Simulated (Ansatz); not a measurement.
Relaxation of Cl2FHZn (5 atoms, charge 0, multiplicity 1), to a largest force component of 0.03 eV/Å in at most 50 steps.

These are results of RHF/def2-SVP in Ansatz 0.2.0, not measurements.

```xyz
5
Properties=species:S:1:pos:R:3
Zn -0.786 0.001 -0.618
Cl 0.129 -0.001 2.696
Cl 0.609 0.000 -2.230
F -2.105 -0.001 0.503
H -1.162 0.001 2.398
```

Problem. Where does it end, and by what steps?

Solution. It converged. After 6 steps the energy has fallen by 0.123 eV; Cl2 moved furthest, 0.45 Å.

```csv
step,energy less start (eV),largest force component (eV/Å),accepted
0,0.0000,1.369,yes
1,-0.0646,0.621,yes
2,-0.1125,0.292,yes
3,-0.1194,0.160,yes
4,-0.1225,0.166,yes
5,-0.1233,0.069,yes
6,-0.1234,0.002,yes
```

```xyz
5
Properties=species:S:1:pos:R:3
Zn -0.763 0.001 -0.383
Cl 0.163 0.000 2.248
Cl 0.672 0.000 -1.964
F -2.264 0.000 0.578
H -1.123 0.000 2.271
```

Whether the end is a true minimum wasn't checked by a vibrational analysis.

Run time: 13 s on 1 thread of Intel(R) Xeon(R) Platinum 8488C (Sapphire Rapids), with other jobs on the host, peak memory 0.19 GiB.
